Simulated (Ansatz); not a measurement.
CH$_{7}$FGe$_{2}$ (`[F][GeH2][CH2][GeH3]`). Charge 0, multiplicity 1. Correlated methods include outer-core shells of Ge, which these sets cover unevenly. Scalar relativity is left out up to krypton.

```xyz
11

F     1.363   -2.040    1.827
Ge    0.967   -1.264    0.312
C    -0.249    0.186    0.717
Ge   -0.841    1.202   -0.851
H     2.305   -0.778   -0.267
H     0.324   -2.357   -0.557
H     0.247    0.868    1.412
H    -1.125   -0.228    1.220
H     0.375    1.815   -1.566
H    -1.574    0.269   -1.830
H    -1.792    2.328   -0.417
```

Q: Give the diagnostics of a CCSD(T)/def2-TZVPP run (frozen core, Ansatz 0.2.0). (An estimate is asked.)

A: Ansatz gave: T1 = 0.0114, largest single amplitude 0.017, largest double 0.022, (T) share of the correlation energy 3.3 %, 9 CCSD cycles. The RHF solution is stable towards an unrestricted one. T1 lies under the customary mark of 0.02 for closed shells.
